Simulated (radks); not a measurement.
Results of a calculation; reference values are marked as such.
Task: These are the eigenvalues of the occupied orbitals of an atom or ion with whole-number occupations (hartree). Level of theory: scalar-relativistic Kohn-Sham, r2SCAN, spin-unpolarised, spherical densities, finite nucleus; meta-GGA in the generalised Kohn-Sham scheme; Fermi nuclear charge, rms radius of each element as measured or else 0.836 A^(1/3) + 0.57 fm (a radial shooting solver on a logarithmic mesh with Libxc functionals).

| orbital | eigenvalue |
|---|---|
| 1s | -3059.164 |
| 2s | -543.3875 |
| 2p | -468.5947 |
| 3s | -129.4827 |
| 3p | -107.7777 |
| 3d | -84.87056 |
| 4s | -28.83649 |
| 4p | -21.68972 |
| 4d | -13.15890 |
| 5s | -4.58813 |
| 4f | -3.72017 |
| 5p | -2.67164 |
| 5d | -0.52649 |
| 6p | -0.10326 |

Which element is it, and in what charge state? The configuration may be excited.

Result: Z = 80, mercury, charge 0: Hg in [Xe] 4f14 5d10 6p2. The list shows which subshells hold electrons but not how many an open one holds; the 1s level, -3059.2 hartree, gives Z - s = 78.2 by -(Z - s)^2/2, which with screening and relativity narrows Z to a few neighbours, and the depths of the outer levels then fix element, charge and occupations together.
